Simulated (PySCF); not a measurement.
**Spin states of BiH**

Unrestricted PBE0; Bi cc-pVDZ-PP with ECP60, H cc-pVDZ; scalar-relativistic core potentials (PySCF 2.14). Outer shells of the fragments: Bi 5d10 6s2 6p3; H 1s1.

Followed along the bond (rough minima from three points):

| 2Ms+1 | unpaired | ⟨S²⟩ at the start | R at minimum (Å) | Te (eV) |
| --- | --- | --- | --- | --- |
| 3 | π ↑↑ | 2.01 | 1.81 | 0.00 |
| 1 | π ↑↓ | 1.00 | 1.80 | 0.35 |
| 1 | none | 0.00 | 1.80 | 1.27 |
| 5 | σ ↑↑, π ↑↑ | 6.00 | none in the scan | ≤ 4.70 |

Solutions found at the starting distance of 1.780 Å, counted from the lowest of them; the search is not exhaustive and high or unbound solutions are not listed, so other states can lie among these:

```json
{"2Ms+1": "3", "unpaired": "π ↑↑", "term": "³Σ⁻", "E (eV)": "0.00", "⟨S²⟩": "2.01", "⟨Lz²⟩": "0.00", "μ (D)": "-0.57"}
{"2Ms+1": "1", "unpaired": "π ↑↓", "term": "mixed", "E (eV)": "0.35", "⟨S²⟩": "1.00", "⟨Lz²⟩": "2.01", "μ (D)": "-0.57"}
{"2Ms+1": "1", "unpaired": "none", "term": "mixed", "E (eV)": "1.27", "⟨S²⟩": "0.00", "⟨Lz²⟩": "2.00", "μ (D)": "-0.55"}
{"2Ms+1": "3", "unpaired": "σ ↑, π ↑", "term": "³Π", "E (eV)": "3.80", "⟨S²⟩": "2.01", "⟨Lz²⟩": "1.00", "μ (D)": "0.90"}
{"2Ms+1": "1", "unpaired": "σ ↓, π ↑", "term": "mixed", "E (eV)": "3.99", "⟨S²⟩": "1.01", "⟨Lz²⟩": "1.00", "μ (D)": "0.91"}
{"2Ms+1": "3", "unpaired": "σ ↑, π ↑", "term": "³Π", "E (eV)": "4.80", "⟨S²⟩": "2.00", "⟨Lz²⟩": "1.00", "μ (D)": "-0.76"}
{"2Ms+1": "5", "unpaired": "σ ↑↑, π ↑↑", "term": "⁵Σ⁻", "E (eV)": "5.50", "⟨S²⟩": "6.00", "⟨Lz²⟩": "0.00", "μ (D)": "0.86"}
```

A term symbol is given only where ⟨S²⟩ and ⟨Lz²⟩ are close to those of a pure state; real π, δ and φ orbitals otherwise mix terms. A positive dipole means Bi(−)H(+).

These are scalar-relativistic numbers at best; spin–orbit coupling would shift them, the dissociation energy most. Counting both spins, an empty level lies below a filled one in some of these solutions, because spin and occupation are held.
